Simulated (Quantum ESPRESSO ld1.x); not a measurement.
Results of a calculation; reference values are marked as such.
Q: All-electron atom: Pd V in [Kr] 4d6. Level of theory: Dirac Kohn-Sham, LDA (Slater exchange, VWN5 correlation), spin-unpolarised, spherical densities, point nucleus; open shells are shared between the two j in proportion to 2j + 1 (ld1.x of Quantum ESPRESSO 7.5). Some entries of the table are withheld. Estimate them.

| orbital | occ. | eigenvalue (eV) | r(max) (bohr) |
|---|---|---|---|
| 1s1/2 | 2 | -24181.818 | 0.021 |
| 2s1/2 | 2 | -3582.126 | (1) |
| 2p1/2 | 2 | -3328.992 | 0.091 |
| 2p3/2 | 4 | -3169.848 | 0.095 |
| 3s1/2 | 2 | -694.213 | 0.344 |
| 3p1/2 | 2 | -594.227 | 0.327 |
| 3p3/2 | 4 | -566.459 | 0.338 |
| 3d3/2 | 4 | -388.792 | 0.281 |
| 3d5/2 | 6 | -383.246 | 0.283 |
| 4s1/2 | 2 | -143.030 | 0.848 |
| 4p1/2 | 2 | (2) | 0.883 |
| 4p3/2 | 4 | (3) | 0.911 |
| 4d3/2 | 2.4 | -57.840 | 1.04 |
| 4d5/2 | 3.6 | -57.208 | 1.04 |

A: 
(1) 2s1/2 r(max) (bohr): 0.117
(2) 4p1/2 eigenvalue (eV): -111.463
(3) 4p3/2 eigenvalue (eV): -106.703
